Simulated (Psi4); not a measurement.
Psi4 input (wB97X-D/6-31G*):

```
memory 1500 MB

molecule {
1 1
Si    1.19539252   -0.12168310    0.01645495
Si   -1.16229105    0.12120571   -0.02749547
H     2.12967456    0.96629337    0.36680398
H     1.89726773   -1.39723520   -0.22779539
H    -1.45318068   -0.20595896    1.38667991
H    -1.39983874    1.52947855   -0.38173963
H    -1.63734345   -0.88589432   -0.98938161
symmetry c1
no_reorient
no_com
}

set {
  basis 6-31G*
  reference rks
  scf_type pk
  dft_radial_points 99
  dft_spherical_points 590
  e_convergence 1e-8
  d_convergence 1e-7
  maxiter 150
}

e = energy('wb97x-d')
print_out(f'\nFINAL {e:.10f} DIPOLE {variable("CURRENT DIPOLE")[0]:.6f} {variable("CURRENT DIPOLE")[1]:.6f} {variable("CURRENT DIPOLE")[2]:.6f}\n')
```

From the last part of the output:

```
   Electrons on quadrature grid:
      Ntotal   =   31.9999998213 ; deviation = -1.787e-07

    Orbital Energies [Eh]
    ---------------------

    Doubly Occupied:

       1A    -66.569513     2A    -66.484333     3A     -5.685322
       4A     -5.605923     5A     -4.037155     6A     -4.025594
       7A     -4.024416     8A     -3.952312     9A     -3.948652
      10A     -3.948200    11A     -0.885678    12A     -0.812274
      13A     -0.682983    14A     -0.640839    15A     -0.635245
      16A     -0.607785

    Virtual:

      17A     -0.278411    18A     -0.133332    19A     -0.118139
      20A     -0.060172    21A     -0.045875    22A     -0.042543
      23A      0.017476    24A      0.050022    25A      0.099426
      26A      0.100940    27A      0.115941    28A      0.143627
      29A      0.151635    30A      0.159204    31A      0.270094
      32A      0.340918    33A      0.400496    34A      0.458960
      35A      0.481553    36A      0.531016    37A      0.537123
      38A      0.557757    39A      0.582496    40A      0.584833
      41A      0.729197    42A      0.872557    43A      1.015573
      44A      1.040486    45A      1.046554    46A      1.048920
      47A      2.690129    48A      2.806402

    Final Occupation by Irrep:
              A
    DOCC [    16 ]
    NA   [    16 ]
    NB   [    16 ]

  @RKS Final Energy:  -581.60460218245441

   => Energetics <=

    Nuclear Repulsion Energy =             82.1101716795418923
    One-Electron Energy =                -960.8638652554845976
    Two-Electron Energy =                 328.4357401069549383
    DFT Exchange-Correlation Energy =     -31.2848311660018119
    Empirical Dispersion Energy =          -0.0018175474647200
    VV10 Nonlocal Energy =                  0.0000000000000000
    Total Energy =                       -581.6046021824543004

Computation Completed

Properties will be evaluated at   0.000000,   0.000000,   0.000000 [a0]

Properties computed using the SCF density matrix

 Multipole Moments:

 ------------------------------------------------------------------------------------
     Multipole            Electronic (a.u.)      Nuclear  (a.u.)        Total (a.u.)
 ------------------------------------------------------------------------------------

 L = 1.  Multiply by 2.5417464519 to convert [e a0] to [Debye]
 Dipole X            :          0.9032529           -0.0000000            0.9032529
 Dipole Y            :         -0.0871056           -0.0000000           -0.0871056
 Dipole Z            :         -0.0068036           -0.0000000           -0.0068037
 Magnitude           :                                                    0.9074688

 ------------------------------------------------------------------------------------

FINAL -581.6046021825 DIPOLE 0.903253 -0.087106 -0.006804

*** Psi4 exiting successfully. Buy a developer a beer!
```

The dipole moment of an ion depends on the origin.
